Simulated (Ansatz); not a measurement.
Compare A (`F[SiH](S)[O][GeH3]`) with its isomer B (`[OH][GeH]([F])[S][SiH3]`).

Calculated with Ansatz (gas phase, PBE0-D4/def2-TZVP geometries, no zero-point term in ΔE). CCSD(T)/CBS adds triple-zeta CCSD(T) − MP2 to the extrapolated MP2 energy (def2 sets, frozen cores). Functionals use def2-TZVPP. B3LYP here is the variant with VWN-RPA as its local correlation; programs differ in this. For Ge outer-core shells are correlated without core-valence functions, which leaves a few kJ/mol of doubt a bond. Scalar relativity is left out up to krypton. Each species was taken in one conformer, which may not be the lowest.

(1) Which isomer does CCSD(T)/CBS put lower? Give the gap. (Estimate.)

(2) Give E(B) − E(A) in kcal/mol with B3LYP-D4, MP2/def2-TZVPP, ωB97M-V, PBE0-D4, B3LYP, r2SCAN-D4, HF/def2-TZVPP. (Best estimate.)

Largest T1 diagnostic: 0.012.

Answers

(1) The calculation gave: A, by 31.7 kcal/mol.

(2) Ansatz gave: B3LYP-D4 31.2, MP2/def2-TZVPP 30.7, ωB97M-V 31.3, PBE0-D4 28.5, B3LYP 32.0, r2SCAN-D4 30.2, HF/def2-TZVPP 35.5. None reverses the order clearly.

In def2-TZVPP, CCSD(T) changes the Hartree–Fock value by −4.2 kcal/mol (the triples alone add −1.2 kcal/mol) and MP2 by −4.8 kcal/mol. The D4 term adds −0.8 kcal/mol with B3LYP and −0.4 kcal/mol with PBE0; it sums over pairs of atoms, weighted by their polarisabilities, and B3LYP, whose exchange is more repulsive, gets the larger term.
